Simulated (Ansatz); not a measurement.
Ga2Te3⁺, relaxed as a doublet with UKS r2SCAN-D4/def2-SVP in Ansatz, starting from the GFN1-xTB geometry. Force threshold 0.02 eV/Å.

In the def2 sets Te takes a core potential; there is no spin–orbit coupling. The structure comes from a short search, and lower isomers may exist.

Start:

```
atom   x (Å)   y (Å)   z (Å)
 Ga1   2.051  -0.486   0.543
 Ga2  -1.875   1.890  -1.294
 Te3  -1.010  -0.557  -0.403
 Te4   0.407  -2.549   0.801
 Te5   0.427   1.701   0.353
```

| step | energy (eV) | largest force component (eV/Å) | SCF passes |
| --- | --- | --- | --- |
| 1 | -126626.4891 | 0.873 | 24 |
| 2 | -126626.6300 | 0.747 | 30 |
| 3 | -126626.7165 | 0.530 | 28 |
| 4 | -126626.8466 | 0.351 | 30 |
| 5 | -126626.9120 | 0.127 | 31 |
| 6 | -126626.9541 | 0.141 | 30 |
| 7 | -126626.9714 | 0.173 | 24 |
| 8 | -126626.9828 | 0.068 | 25 |
| 9 (rejected) | -126626.9822 | 0.076 | 26 |
| 10 | -126626.9842 | 0.025 | 26 |
| 11 | -126626.9862 | 0.048 | 26 |
| 12 | -126626.9881 | 0.051 | 25 |
| 13 | -126626.9907 | 0.062 | 25 |
| 14 | -126626.9949 | 0.075 | 25 |
| 15 | -126627.0010 | 0.085 | 25 |
| 16 | -126627.0089 | 0.085 | 25 |
| 17 | -126627.0192 | 0.079 | 24 |
| 18 | -126627.0321 | 0.147 | 29 |
| 19 | -126627.0704 | 0.287 | 29 |
| 20 | -126627.1137 | 0.346 | 30 |
| 21 | -126627.1609 | 0.363 | 28 |
| 22 | -126627.2447 | 0.311 | 28 |
| 23 | -126627.3304 | 0.281 | 28 |
| 24 | -126627.4117 | 0.215 | 28 |
| 25 | -126627.4737 | 0.151 | 30 |
| 26 | -126627.5062 | 0.047 | 30 |
| 27 | -126627.5074 | 0.018 | 25 |

Force components are those of the run's own axes.

End:

```xyz
5

Ga    1.938   -0.223    0.904
Ga   -0.769    0.725   -1.872
Te   -1.323   -0.566    1.090
Te    0.226   -1.796   -0.830
Te   -0.072    1.860    0.708
```

Bonds lost: Ga2–Te3 (atoms count from 1). Bonds formed: Ga2–Te4 (atoms count from 1). The end is the same structure that another start reached.

No frequencies were taken in this run, so the end may be a saddle point.

It took 2.2 min on 4 threads of Arm Neoverse V2 on a shared host.
